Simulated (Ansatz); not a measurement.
The cluster MoS3⁻, relaxed as a doublet with UKS PBE0-D4/def2-SVPD in Ansatz, starting from the GFN2-xTB geometry. Force threshold 0.02 eV/Å.

In the def2 sets Mo takes a core potential; there is no spin–orbit coupling. The charge -1 doublet is spin-contaminated (final ⟨S²⟩ up to 1.76, 0.75 for a pure state). The relaxation made no stability test and no search for a lower SCF solution. No other spin state of charge -1 was run. Another isomer (doublet) lies 3.43 eV lower at PBE0-D4/def2-TZVPD; other spin states weren't run for this one.

Start:

```xyz
4

Mo   -0.286    0.721    0.809
S     1.451    1.316    2.343
S    -0.429   -0.491   -0.825
S    -0.736   -1.546   -2.327
```

| step | energy (eV) | largest force component (eV/Å) | SCF passes |
| --- | --- | --- | --- |
| 1 | -34341.5077 | 4.020 | 70 |
| 2 | -34342.4104 | 0.846 | 48 |
| 3 | -34342.5365 | 0.289 | 43 |
| 4 | -34342.5428 | 0.052 | 35 |
| 5 | -34342.5450 | 0.110 | 28 |
| 6 | -34342.5479 | 0.094 | 34 |
| 7 (rejected) | -34342.5425 | 0.340 | 35 |
| 8 | -34342.5500 | 0.145 | 319 |
| 9 | -34342.5545 | 0.051 | 35 |
| 10 | -34342.5548 | 0.011 | 34 |

Force components are those of the run's own axes.

End:

```xyz
4

Mo   -0.1698    0.7647    0.9163
S     1.4674    1.2361    2.2467
S    -0.8166   -0.3647   -0.8316
S    -0.4810   -1.6362   -2.3315
```

By distances, no bond broke or formed. The bond that changes most is Mo1–S2, from 2.39 to 2.16 Å (atoms count from 1).

No frequencies were taken in this run, so the end may be a saddle point.

Run time 73 s (4 threads of Arm Neoverse V2 on a shared host).
